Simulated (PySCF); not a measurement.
# GdS: one state, many levels of theory

State: nonet, about 7.1 electrons in the 4f shell (Mulliken). Set-up: basis Gd x2c-SVPall, S x2c-SVPall; spin-free X2C with a Gaussian nucleus; PySCF 2.14. De refers to Gd (4f7 5d1 6s2) + S in their high-spin ground configurations, without counterpoise correction. The functionals are run spin-unrestricted. A positive dipole means Gd(−)S(+).

```tsv
Level	Re (Å)	ωe (cm⁻¹)	De (eV)	μ (D)	CPU s a point (SCF and correlation, without the integrals)
ROHF	2.330	481	n/a	-7.66	6.6
ROHF-MP2	2.276	490	n/a	n/a	9.6
ROHF-SCS-MP2	2.289	484	n/a	n/a	n/a
PBE	2.304	441	6.19	-5.46	9.7
r²SCAN	2.295	463	5.90	-6.00	7.1
r²SCANh	2.293	470	5.71	-6.20	8.1
PBE0	2.290	472	5.62	-6.19	7.3
LC-ωPBE	2.268	495	5.53	-6.73	11
B2PLYP	2.304	463	5.30	-6.73	6.8
```

Question: What does a quarter of exact exchange do here, going from PBE to PBE0?

Answer: PBE0 less PBE: -1.4 pm in Re, +7.0 % in ωe, -0.57 eV in De. Exact exchange removes part of the self-interaction that spreads semilocal densities, and in most molecules shortens and stiffens the bond and lowers De; so it does here.

Correlated steps freeze 23 core orbitals. These are scalar-relativistic numbers at best; spin–orbit coupling would shift them, the dissociation energy most. Counting both spins, an empty level lies below a filled one in some of these solutions, because spin and occupation are held. B2PLYP dipoles, levels and charges come from its SCF part alone. With d or f electrons several states lie close, and the lowest PBE0 determinant need not be the measured ground state.

The whole job (state search and all levels along the bond) took about 12 min on 2 threads of Arm Neoverse V2 (shared host), peak memory 3.9 GiB.
